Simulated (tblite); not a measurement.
A geometry optimisation, step by step.

C4H6BCl2N.
Atom-mapped SMILES: `[CH3:1][CH2:2][C@@H:3]([C:4]#[N:5])[B:6]([Cl:7])[Cl:8]` (hydrogens: H9, H10, H11 on C1; H12, H13 on C2; H14 on C3)

Computed with GFN2-xTB (tblite), gas phase: L-BFGS steps from a force-field or distance-geometry start until the largest atomic force falls under 0.01 eV/Å. 14 of its 130 geometries are shown.

Step 0: E = -677.2177 eV, largest atomic force 3.904 eV/Å
```
atom  x, y, z in Å  |  force x, y, z in eV/Å
C1     -1.868   -0.367   -0.085   -0.784   0.151   0.217
C2     -0.446   -0.363   -0.619   -0.006  -0.707   0.017
C3      0.515    0.460    0.281    0.038   0.437  -0.016
C4      0.682   -0.154    1.588    0.263  -1.472   3.007
N5      0.821   -0.655    2.643   -0.475   1.663  -3.500
B6      1.933    0.623   -0.416    1.785   0.124  -0.728
Cl7     2.970   -0.855   -0.808   -1.103   1.695   0.383
Cl8     2.574    2.306   -0.846   -0.617  -1.877   0.413
H9     -2.522   -0.940   -0.778    0.394   0.405   0.475
H10    -2.265    0.675   -0.012    0.267  -0.831  -0.023
H11    -1.931   -0.843    0.916    0.090   0.356  -0.611
H12    -0.458    0.055   -1.636    0.190  -0.081   0.295
H13    -0.088   -1.418   -0.671   -0.096   0.697  -0.048
H14     0.082    1.478    0.421    0.053  -0.560   0.120
```

Step 10: E = -677.6625 eV, largest atomic force 0.057 eV/Å
```
atom  x, y, z in Å  |  force x, y, z in eV/Å
C1     -1.871   -0.365   -0.077    0.017  -0.003  -0.010
C2     -0.445   -0.373   -0.614    0.049   0.028   0.011
C3      0.520    0.465    0.265    0.045   0.021   0.021
C4      0.673   -0.155    1.562   -0.042   0.019  -0.010
N5      0.804   -0.635    2.590   -0.015  -0.025  -0.014
B6      1.969    0.624   -0.423   -0.016   0.020  -0.006
Cl7     2.917   -0.751   -0.792   -0.019  -0.021   0.009
Cl8     2.557    2.183   -0.827    0.018   0.017   0.004
H9     -2.511   -0.925   -0.753   -0.037  -0.021   0.020
H10    -2.255    0.650   -0.007    0.019   0.002   0.004
H11    -1.921   -0.823    0.908    0.034   0.012   0.005
H12    -0.432    0.051   -1.620   -0.021  -0.030  -0.014
H13    -0.074   -1.398   -0.671   -0.007   0.025  -0.006
H14     0.070    1.451    0.437   -0.023  -0.045  -0.013
```

Step 20: E = -677.6664 eV, largest atomic force 0.040 eV/Å
```
atom  x, y, z in Å  |  force x, y, z in eV/Å
C1     -1.857   -0.365   -0.071    0.006  -0.009   0.001
C2     -0.438   -0.373   -0.624    0.001   0.016   0.016
C3      0.516    0.475    0.259   -0.001   0.001   0.009
C4      0.657   -0.155    1.552   -0.024   0.013  -0.029
N5      0.773   -0.658    2.572   -0.008  -0.003  -0.008
B6      1.967    0.637   -0.419   -0.009  -0.006  -0.012
Cl7     2.892   -0.755   -0.784    0.020  -0.010  -0.004
Cl8     2.576    2.187   -0.822    0.001   0.006   0.016
H9     -2.516   -0.934   -0.723    0.011  -0.011   0.009
H10    -2.239    0.653   -0.005    0.003  -0.023   0.005
H11    -1.882   -0.810    0.921   -0.008   0.018   0.001
H12    -0.433    0.041   -1.634   -0.001  -0.004   0.012
H13    -0.061   -1.396   -0.675   -0.013   0.018  -0.006
H14     0.046    1.452    0.430    0.022  -0.006  -0.010
```

Step 30: E = -677.6679 eV, largest atomic force 0.030 eV/Å
```
atom  x, y, z in Å  |  force x, y, z in eV/Å
C1     -1.854   -0.367   -0.061    0.007  -0.008  -0.005
C2     -0.440   -0.368   -0.627   -0.013  -0.001   0.007
C3      0.518    0.481    0.248   -0.013  -0.009  -0.007
C4      0.642   -0.151    1.542    0.000  -0.016  -0.006
N5      0.740   -0.670    2.555    0.001   0.016   0.010
B6      1.973    0.634   -0.422    0.006   0.006   0.011
Cl7     2.901   -0.757   -0.788    0.001   0.001  -0.006
Cl8     2.587    2.188   -0.800    0.023   0.007  -0.003
H9     -2.508   -0.958   -0.698   -0.005   0.012   0.009
H10    -2.246    0.647   -0.007   -0.005  -0.028  -0.010
H11    -1.868   -0.796    0.939    0.012   0.012  -0.011
H12    -0.445    0.045   -1.638   -0.003  -0.006   0.023
H13    -0.059   -1.389   -0.679   -0.012   0.013  -0.014
H14     0.058    1.462    0.412    0.000   0.002   0.002
```

Step 40: E = -677.6686 eV, largest atomic force 0.024 eV/Å
```
atom  x, y, z in Å  |  force x, y, z in eV/Å
C1     -1.854   -0.372   -0.057    0.007   0.001  -0.002
C2     -0.443   -0.365   -0.631   -0.014  -0.002  -0.003
C3      0.520    0.480    0.243   -0.014  -0.005  -0.019
C4      0.638   -0.150    1.538    0.012  -0.007   0.018
N5      0.727   -0.662    2.556    0.004   0.009  -0.007
B6      1.978    0.634   -0.421    0.005  -0.016   0.006
Cl7     2.904   -0.756   -0.794   -0.009  -0.007  -0.003
Cl8     2.609    2.187   -0.784   -0.006   0.001   0.010
H9     -2.509   -0.975   -0.682    0.011   0.005   0.007
H10    -2.258    0.638   -0.013    0.003  -0.008  -0.002
H11    -1.857   -0.789    0.948    0.003   0.002  -0.010
H12    -0.456    0.053   -1.639    0.001  -0.002   0.011
H13    -0.064   -1.387   -0.694    0.007   0.018  -0.003
H14     0.063    1.463    0.409   -0.011   0.010  -0.005
```

Step 50: E = -677.6692 eV, largest atomic force 0.019 eV/Å
```
atom  x, y, z in Å  |  force x, y, z in eV/Å
C1     -1.853   -0.378   -0.054   -0.001  -0.001  -0.001
C2     -0.446   -0.362   -0.638   -0.013  -0.003  -0.001
C3      0.517    0.481    0.237   -0.009  -0.001  -0.013
C4      0.636   -0.142    1.535    0.006  -0.001   0.018
N5      0.731   -0.642    2.559   -0.001   0.000  -0.008
B6      1.979    0.628   -0.418    0.004  -0.010   0.001
Cl7     2.892   -0.769   -0.804   -0.010   0.008  -0.004
Cl8     2.626    2.180   -0.749    0.014   0.005   0.000
H9     -2.505   -0.995   -0.668    0.005  -0.001   0.003
H10    -2.267    0.628   -0.019    0.003  -0.004   0.003
H11    -1.842   -0.782    0.955   -0.005  -0.007  -0.008
H12    -0.468    0.068   -1.642    0.008  -0.008   0.005
H13    -0.061   -1.380   -0.714   -0.001   0.008   0.004
H14     0.060    1.465    0.399    0.001   0.014   0.000
```

Step 60: E = -677.6700 eV, largest atomic force 0.037 eV/Å
```
atom  x, y, z in Å  |  force x, y, z in eV/Å
C1     -1.855   -0.392   -0.052    0.008   0.006  -0.004
C2     -0.450   -0.355   -0.639   -0.016  -0.017  -0.007
C3      0.511    0.497    0.229   -0.009  -0.015  -0.030
C4      0.635   -0.117    1.531    0.003  -0.014   0.026
N5      0.740   -0.616    2.554   -0.010   0.010  -0.003
B6      1.981    0.627   -0.416    0.006  -0.034  -0.012
Cl7     2.856   -0.786   -0.836   -0.013   0.024  -0.001
Cl8     2.679    2.165   -0.692    0.009   0.016   0.004
H9     -2.501   -1.019   -0.663    0.021   0.016  -0.001
H10    -2.284    0.608   -0.016    0.001  -0.007   0.013
H11    -1.837   -0.798    0.958    0.004   0.013  -0.015
H12    -0.477    0.072   -1.644   -0.013  -0.003   0.016
H13    -0.056   -1.370   -0.717    0.015   0.001   0.011
H14     0.059    1.483    0.381   -0.005   0.005   0.003
```

Step 69: E = -677.6706 eV, largest atomic force 0.045 eV/Å
```
atom  x, y, z in Å  |  force x, y, z in eV/Å
C1     -1.855   -0.402   -0.048    0.007   0.000   0.001
C2     -0.452   -0.354   -0.641   -0.009  -0.013  -0.007
C3      0.507    0.506    0.219   -0.001  -0.004  -0.022
C4      0.631   -0.097    1.527    0.001   0.002   0.019
N5      0.735   -0.586    2.555   -0.009   0.009  -0.009
B6      1.981    0.625   -0.419    0.020  -0.040   0.005
Cl7     2.825   -0.794   -0.876   -0.008   0.020  -0.010
Cl8     2.726    2.152   -0.632   -0.007   0.016   0.004
H9     -2.492   -1.034   -0.662   -0.006   0.017   0.020
H10    -2.293    0.593   -0.007    0.008  -0.009  -0.003
H11    -1.830   -0.809    0.961   -0.004  -0.004  -0.009
H12    -0.493    0.070   -1.646    0.018   0.002   0.009
H13    -0.048   -1.365   -0.717   -0.004  -0.005  -0.002
H14     0.057    1.494    0.364   -0.007   0.008   0.004
```

Step 79: E = -677.6731 eV, largest atomic force 0.045 eV/Å
```
atom  x, y, z in Å  |  force x, y, z in eV/Å
C1     -1.847   -0.427   -0.035    0.007   0.003   0.005
C2     -0.452   -0.373   -0.644   -0.005   0.003  -0.006
C3      0.505    0.512    0.191    0.000   0.000  -0.002
C4      0.609   -0.033    1.526    0.012  -0.015   0.017
N5      0.687   -0.474    2.577    0.009  -0.001  -0.005
B6      1.990    0.616   -0.424    0.006  -0.024  -0.009
Cl7     2.761   -0.780   -1.051   -0.012   0.041   0.014
Cl8     2.819    2.117   -0.441   -0.003  -0.014   0.007
H9     -2.501   -1.037   -0.654    0.005   0.008  -0.001
H10    -2.274    0.571    0.037   -0.011   0.000  -0.008
H11    -1.815   -0.860    0.961    0.005   0.001   0.009
H12    -0.506    0.041   -1.652    0.008  -0.008  -0.011
H13    -0.037   -1.380   -0.714   -0.012   0.006   0.007
H14     0.059    1.508    0.301   -0.008   0.001  -0.018
```

Step 89: E = -677.6738 eV, largest atomic force 0.020 eV/Å
```
atom  x, y, z in Å  |  force x, y, z in eV/Å
C1     -1.845   -0.439   -0.028   -0.002  -0.004  -0.002
C2     -0.455   -0.378   -0.648    0.003  -0.001   0.001
C3      0.500    0.519    0.173    0.000   0.001   0.001
C4      0.601    0.002    1.521    0.010  -0.001  -0.010
N5      0.680   -0.417    2.581    0.005  -0.006   0.005
B6      1.994    0.610   -0.424   -0.010  -0.005  -0.004
Cl7     2.726   -0.762   -1.138    0.002  -0.002  -0.001
Cl8     2.876    2.076   -0.321    0.007   0.016   0.010
H9     -2.498   -1.052   -0.644   -0.013  -0.001   0.003
H10    -2.281    0.555    0.052    0.008  -0.001  -0.014
H11    -1.799   -0.875    0.967   -0.008   0.007   0.004
H12    -0.516    0.026   -1.660   -0.005  -0.001  -0.003
H13    -0.037   -1.384   -0.713    0.003  -0.002   0.009
H14     0.055    1.518    0.260    0.001   0.000   0.002
```

Step 99: E = -677.6749 eV, largest atomic force 0.023 eV/Å
```
atom  x, y, z in Å  |  force x, y, z in eV/Å
C1     -1.851   -0.435   -0.028    0.002  -0.003  -0.005
C2     -0.458   -0.399   -0.645    0.008   0.004   0.001
C3      0.495    0.515    0.156    0.001   0.000   0.013
C4      0.612    0.013    1.509    0.001   0.009  -0.005
N5      0.706   -0.397    2.572   -0.001  -0.010   0.011
B6      1.993    0.618   -0.428   -0.007  -0.006   0.014
Cl7     2.717   -0.721   -1.207   -0.003  -0.011  -0.020
Cl8     2.897    2.058   -0.212    0.008   0.020  -0.004
H9     -2.514   -1.048   -0.633    0.006  -0.007  -0.008
H10    -2.271    0.567    0.033   -0.002  -0.008   0.003
H11    -1.812   -0.856    0.974   -0.005   0.021   0.006
H12    -0.515   -0.021   -1.668    0.002   0.000  -0.007
H13    -0.042   -1.407   -0.682   -0.007  -0.006   0.001
H14     0.044    1.512    0.237   -0.003  -0.002   0.002
```

Step 109: E = -677.6757 eV, largest atomic force 0.025 eV/Å
```
atom  x, y, z in Å  |  force x, y, z in eV/Å
C1     -1.855   -0.419   -0.036    0.001  -0.004  -0.005
C2     -0.455   -0.405   -0.638    0.003   0.003  -0.001
C3      0.497    0.507    0.168    0.007  -0.006   0.012
C4      0.624   -0.013    1.513    0.004   0.006  -0.022
N5      0.729   -0.444    2.566   -0.006  -0.001   0.017
B6      1.989    0.626   -0.427    0.009   0.006  -0.003
Cl7     2.732   -0.713   -1.190   -0.015   0.014  -0.001
Cl8     2.866    2.091   -0.252   -0.012  -0.021  -0.005
H9     -2.512   -1.045   -0.633   -0.006  -0.004  -0.001
H10    -2.272    0.586   -0.006   -0.001  -0.010   0.000
H11    -1.830   -0.813    0.978   -0.006   0.014   0.002
H12    -0.497   -0.038   -1.665    0.004  -0.002  -0.002
H13    -0.053   -1.419   -0.658    0.010   0.005  -0.001
H14     0.037    1.498    0.260    0.008   0.000   0.010
```

Step 119: E = -677.6776 eV, largest atomic force 0.034 eV/Å
```
atom  x, y, z in Å  |  force x, y, z in eV/Å
C1     -1.858   -0.417   -0.043    0.002  -0.001   0.007
C2     -0.449   -0.428   -0.624    0.001  -0.002   0.005
C3      0.498    0.503    0.165    0.006  -0.007   0.004
C4      0.628    0.009    1.520   -0.004   0.001  -0.004
N5      0.730   -0.400    2.582   -0.001  -0.002  -0.005
B6      1.985    0.632   -0.437    0.011   0.002  -0.001
Cl7     2.657   -0.623   -1.389   -0.010   0.029   0.015
Cl8     2.923    2.025   -0.085    0.004  -0.022  -0.014
H9     -2.503   -1.081   -0.613    0.006  -0.001   0.003
H10    -2.285    0.584   -0.074    0.023  -0.008  -0.007
H11    -1.843   -0.753    0.991   -0.016   0.004  -0.007
H12    -0.470   -0.103   -1.666   -0.006   0.014   0.021
H13    -0.051   -1.444   -0.601   -0.001   0.004  -0.002
H14     0.036    1.495    0.249   -0.015  -0.011  -0.014
```

Step 129: E = -677.6782 eV, largest atomic force 0.007 eV/Å
```
atom  x, y, z in Å  |  force x, y, z in eV/Å
C1     -1.856   -0.419   -0.044   -0.001   0.001   0.002
C2     -0.444   -0.440   -0.615   -0.001  -0.001   0.001
C3      0.498    0.502    0.166    0.000  -0.001  -0.001
C4      0.626    0.022    1.526    0.000  -0.001  -0.004
N5      0.725   -0.381    2.591    0.000   0.002  -0.001
B6      1.984    0.635   -0.440   -0.003  -0.003   0.001
Cl7     2.621   -0.574   -1.470   -0.001   0.006   0.003
Cl8     2.955    1.987   -0.024   -0.001  -0.003  -0.001
H9     -2.497   -1.093   -0.607    0.001   0.003   0.001
H10    -2.280    0.582   -0.099    0.002  -0.005   0.000
H11    -1.853   -0.736    0.997    0.001   0.002  -0.004
H12    -0.462   -0.123   -1.659    0.001  -0.001   0.002
H13    -0.046   -1.455   -0.580    0.000   0.000   0.000
H14     0.029    1.491    0.236    0.002   0.001   0.002
```

Q: Summarise the path.

A: The energy falls by 44.44 kJ/mol from step 0 to step 129; nine tenths of that is first reached at step 4. It rises by more than 0.2 meV at step 1. The largest force goes from 3.904 to 0.007 eV/Å. Among the bonds B6–Cl7 changes most (a near tie, within 0.001 Å, with another), from 1.848 to 1.711 Å; the atoms move by 0.367 Å rms after alignment.

The cost below is that of the whole relaxation. Time: 0.94 s. Hardware: one thread of an Arm Neoverse V1, shared host.
